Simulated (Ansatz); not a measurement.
Consider the atomization: `C[N](C)[Ga]([Cl])[Cl]` → 2 C• + 2 Cl• + Ga• + 6 H• + N•.

Isolated molecules relaxed with PBE0-D4/def2-TZVP in Ansatz; ΔE leaves out vibrations. CCSD(T)/CBS is the MP2 limit (def2-TZVPP, def2-QZVPP) plus CCSD(T) − MP2 in def2-TZVPP, frozen cores. This one scheme is used for every species, atoms too. No spin–orbit coupling; open shells (•) take unrestricted orbitals. Spin–orbit coupling would lower the free atoms: a little for C, Cl; clearly for Ga. For Ga outer-core shells are correlated without core-valence functions, so the limit isn't a true one: a few kJ/mol of doubt a bond, and 10 to 20 or more in all where bonds break to atoms. Scalar relativity is left out up to krypton. Each species was taken in one conformer, which may not be the lowest.

`C[N](C)[Ga]([Cl])[Cl]`:

Z-matrix (Å, degrees):
```
C
N 1 1.442
H 1 1.098 2 111.2
H 1 1.091 2 110.9 3 -120.1
H 1 1.098 2 111.2 3 119.8
C 2 1.442 1 114.3 3 -59.9
Ga 2 1.797 1 122.9 3 120.1
H 6 1.091 2 110.9 1 180.0
H 6 1.098 2 111.2 1 -59.9
H 6 1.098 2 111.2 1 59.9
Cl 7 2.127 2 120.5 1 180.0
Cl 7 2.127 2 120.5 1 -0.0
```

| species | CCSD(T)/CBS(def2) energy (Eh) |
| --- | --- |
| `C[N](C)[Ga]([Cl])[Cl]` | -2978.03927 |
| C• | -37.79194 |
| Cl• | -459.70966 |
| Ga• | -1923.88713 |
| H• | -0.50000 |
| N• | -54.53257 |

Question: Work out ΔE.

Answer: ΔE = 6 × (-0.50000) + 2 × (-37.79194) + 2 × (-459.70966) + (-1923.88713) + (-54.53257) − (-2978.03927) = 1.61637 Eh = +43.98 eV.

Largest T1 diagnostic among the species: 0.013.

In def2-TZVPP, CCSD(T) changes the Hartree–Fock value by +11.03 eV (the triples alone add +0.71 eV) and MP2 by +11.88 eV; breaking electron pairs costs correlation energy, which Hartree–Fock lacks. Leaving LDA and LC-ωPBE aside and taking each functional with its dispersion term where it has one, the values, not all of them listed here, spread over 2.10 eV, from BHLYP-D4 to PBE-D4. LDA lies +5.92 eV from PBE without D4, its usual overbinding.

For atomizations the MP2-based limit and the directly extrapolated one differ by several kJ/mol either way, and by 10 to 25 for some Ge, Se and Sn compounds, so smaller differences from it don't rank the levels.
